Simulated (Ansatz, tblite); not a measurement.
Removing and adding an electron: [Cr(H2O)4]2+ (CrO4H8²⁺). The state is a quintet with charge 2. Geometry: B3LYP-D4/def2-SVP. Ansatz, gas phase; energy differences of separate SCF runs; the oxidised species is a quartet (the sextet lies 1.76 eV higher at PBE0-D4/def2-TZVP); the reduced species is a sextet (the quartet lies 0.20 eV higher at PBE0-D4/def2-TZVP).

```xyz
13

Cr    0.000    0.000    0.001
O    -0.549    1.963   -0.154
H    -0.952    2.391   -0.932
H    -0.448    2.649    0.531
O    -0.848   -0.088    1.857
H    -0.473   -0.520    2.646
H    -1.707    0.291    2.119
O     0.544   -1.963    0.156
H    -0.012   -2.695    0.479
H     1.408   -2.344   -0.086
O     0.852    0.088   -1.854
H     1.410    0.808   -2.201
H     0.774   -0.580   -2.560
```

The xTB rows come from tblite. Correlated methods freeze 9 core orbitals; core or outer-core shells of Cr are correlated, in sets that lack core-valence functions. The rows differ in basis, and correlated rows in double-zeta sets carry the largest basis error.

```csv
level,−HOMO (eV),vertical IE (eV),−LUMO (eV),vertical EA (eV),HOMO–LUMO gap (eV),IE − EA (eV)
GFN1-xTB,–,25.08,–,14.79,–,10.29
GFN2-xTB,–,22.18,–,10.30,–,11.88
HF/def2-SVP,–,20.30,–,–,–,–
r2SCAN-D4/def2-TZVP,15.30,19.45,12.47,8.57,2.83,10.88
PBE0-D4/def2-TZVP,17.08,19.85,10.85,8.43,6.23,11.42
MP2/def2-SVP,–,20.37,–,–,–,–
CCSD/def2-SVP,–,20.34,–,–,–,–
CCSD(T)/def2-SVP,–,20.23,–,–,–,–
```

Run but left out: PBE-D4/def2-TZVP (charge +3 quartet: an occupied level 0.02 eV above an empty one); PBE-D4/def2-TZVP (charge +1 sextet: an occupied level 0.10 eV above an empty one).   HOMO and LUMO are the levels of the spin that leaves or enters (xTB has no such levels and no spin-polarisation term). Other spin states of the ions may lie lower, which would lower the ionisation energy or raise the affinity. Raw xTB energy differences between charge states are shifted by several eV; the methods need an empirical correction for them.
